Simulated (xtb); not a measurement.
2-methylideneimidazole (C₄H₄N₂), SMILES C=C1N=CC=N1. All values are semi-empirical tight-binding results from xtb (GFN2-xTB unless named), good for trends rather than for accurate numbers. Geometry optimised at GFN2-xTB.

```yaml
point_group_as_xtb_finds_it: C2v
orbital_gap: 1.86 eV
dipole_moment: 0.33 D
zero_point_energy: 45.4 kcal/mol
G − E(el) at 298.15 K (modified RRHO): 28.3 kcal/mol
static polarisability (D4 model): 58.2 bohr³
solvation energy, GFN2-xTB/ALPB(water): -5.5 kcal/mol
solvation energy, GFN2-xTB/ALPB(acetonitrile): -6.0 kcal/mol
```

Computed IR lines (harmonic; lines under 4 % of the strongest left out, lines within 3 cm⁻¹ merged):
ν (cm⁻¹): 196 (m), 328 (w), 654 (m), 740 (m), 853 (m), 904 (m), 922 (m), 1000 (s), 1107 (m), 1218 (vs), 1235 (w), 1340 (w), 1501 (w), 1601 (s), 1678 (w), 3140 (m), 3148 (m), 3164 (w) (against the strongest line: vs over 80 %, s over 45 %, m over 15 %, w over 4 %, vw less)
